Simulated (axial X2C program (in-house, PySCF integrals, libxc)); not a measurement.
**Curves of GdH from open-shell CI on f7 s2**

Computed with an axial X2C code built on PySCF integrals: two-component X2C with atomic mean-field Coulomb and Gaunt terms, basis Gd dyall-v3z, H dyall-v3z (cores contracted in-house). Orbitals come from Hartree–Fock averaged over the configuration Gd f7 s2; CI then distributes these electrons over the f, s shells of Gd.

Scan along the bond; masses Gd 157.924 u, H 1.008 u. Energies in cm⁻¹ from the lowest point; levels are followed by energy order within each Ω. Lowest level at 1.979 Å: 100% f7 s2.

```
R (Å)  (1)Ω=7/2  (1)Ω=5/2  (1)Ω=3/2  (1)Ω=1/2
1.840       875       881       885       887
1.910       230       236       240       242
1.979         0         6         9        11
2.058       131       136       140       142
2.137       596       601       604       606
2.226      1425      1430      1433      1435
2.335      2762      2767      2770      2771
```

(1) Fit the curves (1)Ω=7/2, (1)Ω=5/2, (1)Ω=3/2, (1)Ω=1/2 near their minima.

Dynamic correlation is missing, so gaps between terms are too wide and other configurations may lie lower; the lowest level listed is that of this model, not necessarily the ground state. At most 4 roots were kept for each Ω > 0 (twice that for Ω = 0) within 2.2 eV of the lowest, so higher up levels can be missing between those listed; levels with Ω > 0 are doubly degenerate and listed once, Ω = 0 levels singly.

Results:

(1) From the open-shell CI curves, Te from the lowest:

| level | Te (cm⁻¹) | Re (Å) | ωe (cm⁻¹) |
| --- | --- | --- | --- |
| (1)Ω=7/2 | 0 | 1.991 | 1484.1 |
| (1)Ω=5/2 | 5 | 1.991 | 1484.1 |
| (1)Ω=3/2 | 9 | 1.991 | 1484.0 |
| (1)Ω=1/2 | 11 | 1.991 | 1484.0 |

Without dynamic correlation distances can be off by several hundredths of an Å (long for ionic bonds, short for multiple bonds) and the wavenumbers are rough.
